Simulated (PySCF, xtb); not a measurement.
WO₂F₂, SMILES [O]=[W]([F])(=[O])[F], multiplicity 1.

GFN2-xTB run with xtb 6.7.1 at its own geometry gives an orbital gap of 3.74 eV and a dipole moment of 3.66 D.

Coordinates come from a B3LYP-D3(BJ)/def2-SVP optimisation. The spin state was assumed, not searched. The isomer is the one that the SMILES or the coordinates give; other isomers of the formula were not compared. The def2 effective core potentials stand for the cores of W; spin–orbit coupling is left out.

### Question
What does PBE/def2-TZVP run with PySCF give? (An estimate is asked for; the answer gives what the named calculation found.)

### Answer
gap 4.68 eV (levels -8.17 and -3.49 eV), dipole 1.66 D.
